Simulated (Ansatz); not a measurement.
Mulliken charges of H5NO2SiTe, SMILES `N[Si](O)(O)[TeH]` from PBE/def2-TZVPP in Ansatz (PBE0-D4/def2-TZVP geometry).

```tsv
atom	x (Å)	y (Å)	z (Å)	charge (e)
N1	-1.230	-0.283	-0.817	-0.372
Si2	0.019	-0.022	0.305	0.484
O3	0.856	-1.429	0.250	-0.339
O4	-0.596	0.377	1.769	-0.336
Te5	1.547	1.932	-0.019	-0.131
H6	-1.869	0.459	-1.050	0.159
H7	-1.060	-0.891	-1.603	0.163
H8	1.747	-1.395	0.602	0.197
H9	-1.329	-0.162	2.076	0.192
H10	1.998	1.363	-1.510	-0.018
```

**Question.** By hand: the dipole of these point charges (1 e Å = 4.8032 D).

**Answer.** Σ q r = (-0.243, -0.203, -0.109) e Å, of length 0.335 e Å = 1.61 D.

**Question.** How does the dipole of the full density compare? (Estimate.)

**Answer.** Ansatz gave: (-0.227, -0.213, -0.144) e Å, 1.65 D; the point charges give 0.98 times that, at 7° from its direction.

Point charges leave out the atoms' own dipoles, such as those of lone pairs, and Mulliken's split depends on the basis, so the close match here is no proof of good charges.
